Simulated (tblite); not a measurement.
Species: C6H10FO (doublet state).
Numbering: `[CH2:1][CH2:2][O:3][CH2:4][C@H:5]([F:6])[CH:7]=[CH2:8]` (hydrogens: H9, H10 on C1; H11, H12 on C2; H13, H14 on C4; H15 on C5; H16 on C7; H17, H18 on C8)
Bond orders are those of one Lewis drawing.

Computed with GFN2-xTB (tblite), gas phase: L-BFGS steps from a force-field or distance-geometry start until the largest atomic force falls under 0.01 eV/Å.

At the end of the run (lengths in Å): O3–C4 1.403, C2–H12 1.111, C1–C2 1.467, C1–H10 1.069, C8–H18 1.077, C7–H16 1.080, C4–H14 1.102, C1–C2–O3 110.5°, O3–C4–C5 108.1°, C2–O3–C4 113.4°, C4–C5–C7 111.4°, C1–C2–O3–C4 -177°, C2–O3–C4–C5 -178°, O3–C4–C5–F6 -166°, H11–C2–C1–H9 59°, H9–C1–C2–O3 180°.

**Question.** These geometries were met on the way; a selection of coordinates is given. Order them by energy above the end point, lowest first.
A. O3–C4 1.403, C2–H12 1.108, C1–C2 1.468, C1–H10 1.070, C8–H18 1.076, C7–H16 1.079, C4–H14 1.102, C1–C2–O3 111.0°, O3–C4–C5 108.5°, C2–O3–C4 112.9°, C4–C5–C7 111.8°, C1–C2–O3–C4 -177°, C2–O3–C4–C5 180°, O3–C4–C5–F6 -165°, H11–C2–C1–H9 74°, H9–C1–C2–O3 -165°
B. O3–C4 1.401, C2–H12 1.111, C1–C2 1.467, C1–H10 1.067, C8–H18 1.077, C7–H16 1.081, C4–H14 1.102, C1–C2–O3 110.2°, O3–C4–C5 110.2°, C2–O3–C4 113.3°, C4–C5–C7 113.3°, C1–C2–O3–C4 -179°, C2–O3–C4–C5 -178°, O3–C4–C5–F6 -164°, H11–C2–C1–H9 74°, H9–C1–C2–O3 -165°
C. O3–C4 1.440, C2–H12 1.081, C1–C2 1.491, C1–H10 1.092, C8–H18 1.099, C7–H16 1.095, C4–H14 1.087, C1–C2–O3 107.0°, O3–C4–C5 110.0°, C2–O3–C4 111.0°, C4–C5–C7 111.6°, C1–C2–O3–C4 180°, C2–O3–C4–C5 -179°, O3–C4–C5–F6 -164°, H11–C2–C1–H9 76°, H9–C1–C2–O3 -166°
D. O3–C4 1.408, C2–H12 1.107, C1–C2 1.473, C1–H10 1.078, C8–H18 1.086, C7–H16 1.087, C4–H14 1.105, C1–C2–O3 109.1°, O3–C4–C5 110.8°, C2–O3–C4 112.9°, C4–C5–C7 112.6°, C1–C2–O3–C4 180°, C2–O3–C4–C5 -179°, O3–C4–C5–F6 -164°, H11–C2–C1–H9 75°, H9–C1–C2–O3 -166°
E. O3–C4 1.402, C2–H12 1.108, C1–C2 1.467, C1–H10 1.069, C8–H18 1.079, C7–H16 1.082, C4–H14 1.101, C1–C2–O3 110.8°, O3–C4–C5 109.5°, C2–O3–C4 113.0°, C4–C5–C7 113.0°, C1–C2–O3–C4 -179°, C2–O3–C4–C5 -179°, O3–C4–C5–F6 -165°, H11–C2–C1–H9 75°, H9–C1–C2–O3 -164°

**Answer.** A (0.006 eV), E (0.012 eV), B (0.023 eV), D (0.040 eV), C (0.128 eV).

| step | E above end (eV) | rms distance from the end, all atoms (Å) | largest force (eV/Å) | rms shift of all bonds from the end (Å) |
| --- | --- | --- | --- | --- |
| 22 | 0.006 | 0.086 | 0.043 | 0.001 |
| 9 | 0.012 | 0.104 | 0.089 | 0.002 |
| 3 | 0.023 | 0.110 | 0.227 | 0.004 |
| 1 | 0.040 | 0.111 | 0.419 | 0.006 |
| 0 | 0.128 | 0.113 | 1.738 | 0.018 |

Rows stand in the order of the answer.
